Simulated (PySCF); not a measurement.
Al(Me)(Cl) (CH3AlCl), SMILES [CH3][Al][Cl], multiplicity 2. Coordinates come from a ωB97X-D3(BJ)/def2-TZVP optimisation. The multiplicity is an assumed one; other spin states were not compared. The isomer is the one that the SMILES or the coordinates give; other isomers of the formula were not compared.

Computed equilibrium geometry at ωB97X-D3(BJ)/def2-TZVP (PySCF confirms it by a frequency run) as Cartesian coordinates in Å, and its point group:
point group Cs.
```xyz
6

Al     0.7130    -0.4440     0.0000
C     -0.4859    -1.9974     0.0000
H     -1.1299    -1.9463    -0.8842
H     -1.1299    -1.9463     0.8842
H      0.0411    -2.9527     0.0000
Cl    -0.2432     1.4472     0.0000
```
Charge 0, spin multiplicity 2.
